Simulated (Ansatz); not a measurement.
AlH6NSiTe, SMILES `[NH2][AlH][SiH2][TeH]`, relaxed with RKS PBE-D4/def2-SVP in Ansatz 0.2.0 from a rough embedded geometry. The force threshold is 0.03 eV/Å; the program also tests the step.

Total charge 0; spin multiplicity 1. Te takes the def2 core potential.

Start:

```xyz
10

N    -0.170    1.509    1.886
Al   -0.706    0.241    0.637
Si    0.486    0.107   -1.370
Te    1.441   -2.254   -1.643
H    -0.788    1.369    2.782
H     0.772    1.278    2.249
H    -1.939   -0.768    0.906
H     1.542    1.048   -1.423
H    -0.485    0.343   -2.535
H    -0.152   -2.872   -1.488
```

(1) How much energy does the relaxation release, and in how many steps? (Best estimate.)

(2) Which bonds change most? (An estimate is asked.)

(3) Give the relaxed structure. (An estimate is asked.)

Results:

(1) The calculation gave: 62.30 kJ/mol, in 10 steps.

(2) The calculation gave: Al2–Si3 from 2.338 to 2.434 Å; Si3–H8 from 1.415 to 1.509 Å; N1–H5 from 1.098 to 1.023 Å; N1–Al2 from 1.859 to 1.785 Å.

(3) Computed: 
```xyz
10

N    -0.182    1.109    1.991
Al   -0.767    0.138    0.611
Si    0.436    0.226   -1.503
Te    1.263   -2.198   -1.460
H    -0.529    1.031    2.950
H     0.581    1.789    1.952
H    -1.973   -0.886    0.848
H     1.724    1.011   -1.483
H    -0.267    0.540   -2.802
H    -0.285   -2.761   -1.105
```
